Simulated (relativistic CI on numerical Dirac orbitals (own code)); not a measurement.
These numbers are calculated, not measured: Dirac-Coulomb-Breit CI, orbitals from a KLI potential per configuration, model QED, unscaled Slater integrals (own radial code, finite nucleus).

Configuration list (outside the closed core 1s2): 2s, 2p, 3s, 3p, 3d, 4s, 4p, 4d, 4f, 5s, 5p, 5d, 5f, 5g, 6s, 6p, 6d. Levels of other configurations are missing.

At this charge energies of transitions that change n are usually good to better than 1 %, and those within a shell (Δn = 0) to a few per cent.

Outline of the computed level scheme of Pt LXXVI. Lowest level of each configuration: 2s 2S_1/2 at 0.0 eV; 2p 2P°_1/2 at 212.6 eV; 3s 2S_1/2 at 12598.2 eV; 3p 2P°_1/2 at 12655.1 eV; 3d 2D_3/2 at 13238.2 eV; 4s 2S_1/2 at 16902.0 eV; 4p 2P°_1/2 at 16924.9 eV; 4d 2D_3/2 at 17169.1 eV; 4f 2F°_5/2 at 17236.3 eV.

Some strong electric-dipole decays among the lowest 15 levels: 3d 2D_5/2 → 2p 2P°_3/2 (2.1e+15 s⁻¹); 3d 2D_3/2 → 2p 2P°_1/2 (2.1e+15 s⁻¹); 3p 2P°_1/2 → 2s 2S_1/2 (9.5e+14 s⁻¹); 4d 2D_3/2 → 2p 2P°_1/2 (7.2e+14 s⁻¹); 4d 2D_5/2 → 2p 2P°_3/2 (6.9e+14 s⁻¹); 3p 2P°_3/2 → 2s 2S_1/2 (6.3e+14 s⁻¹); 4f 2F°_7/2 → 3d 2D_5/2 (4.6e+14 s⁻¹); 4f 2F°_5/2 → 3d 2D_3/2 (4.5e+14 s⁻¹).
